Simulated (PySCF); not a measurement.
An unknown gives this computed stick spectrum. Method used: TDDFT B3LYP/def2-SVPD, vertical, gas phase, core orbitals frozen in the response in PySCF 2.14.0, density-fitted response routines. Geometries: PBE0-D3(BJ)/def2-SVP, one conformer each.

```json
{"state": "S1", "ν̃ (cm⁻¹)": "32290", "f": "0.043", "main configurations (H = HOMO, L = LUMO)": "H→L (91%)"}
{"state": "S2", "ν̃ (cm⁻¹)": "41440", "f": "0.0013", "main configurations (H = HOMO, L = LUMO)": "H-2→L (50%), H-1→L (45%)"}
{"state": "S3", "ν̃ (cm⁻¹)": "42890", "f": "0.012", "main configurations (H = HOMO, L = LUMO)": "H-3→L (40%), H-1→L (26%), H-2→L (16%)"}
{"state": "S4", "ν̃ (cm⁻¹)": "45410", "f": "0.250", "main configurations (H = HOMO, L = LUMO)": "H→L+1 (77%)"}
{"state": "S5", "ν̃ (cm⁻¹)": "48290", "f": "0.100", "main configurations (H = HOMO, L = LUMO)": "H-3→L (48%), H-2→L (21%), H-1→L (19%)"}
{"state": "S6", "ν̃ (cm⁻¹)": "51080", "f": "0.019", "main configurations (H = HOMO, L = LUMO)": "H→L+2 (85%)"}
```

Problem. Which structure fits? All have the formula C7H13B.
A. `C=CB1CCCCC1`
B. `BC(=C)C(=C)CCC`
C. `C1(C[C@@H](CB)CC1)=C`
D. `C=CBC1CCCC1`

Solution. B. Its S1, at 4.00 eV, is the lowest among the candidates; the nearest of the others has S1 at 4.62 eV. S1 is HOMO→LUMO (91%). Löwdin shares by element: HOMO carbon 81% or more (atoms not listed hold the other 19%); LUMO carbon 44% or more, boron 34%, hydrogen 5% or more (atoms not listed hold the other 17%). At the same level the other candidates give, for their lowest levels:
- `C=CBC1CCCC1`: 4.95 eV (f 0.007); 5.23 eV (f 0.003); 5.89 eV (f 0.397); 5.96 eV (f 0.048); 6.13 eV (f 0.036); T1 3.73 eV; HOMO -7.93, LUMO -1.89 eV
- `BC[C@H]1CCC(=C)C1`: 4.62 eV (f 0.001); 5.60 eV (f 0.002); 5.76 eV (f 0.001); 6.30 eV (f 0.022); 6.45 eV (f 0.218); T1 4.11 eV; HOMO -6.70, LUMO -1.51 eV
- `C=CB1CCCCC1`: 4.76 eV (f 0.003); 5.15 eV (f 0.001); 5.94 eV (f 0.294); 6.41 eV (f 0.027); 6.52 eV (f 0.000); T1 3.79 eV; HOMO -7.49, LUMO -1.60 eV

Conformer computed: `[BH2:1][C:2](=[CH2:3])[C:4](=[CH2:5])[CH2:6][CH2:7][CH3:8]`: B1–C2–C4–C5 16°, C2–C4–C6–C7 73°, C4–C6–C7–C8 -179°.
Triplets come from the Tamm–Dancoff approximation.
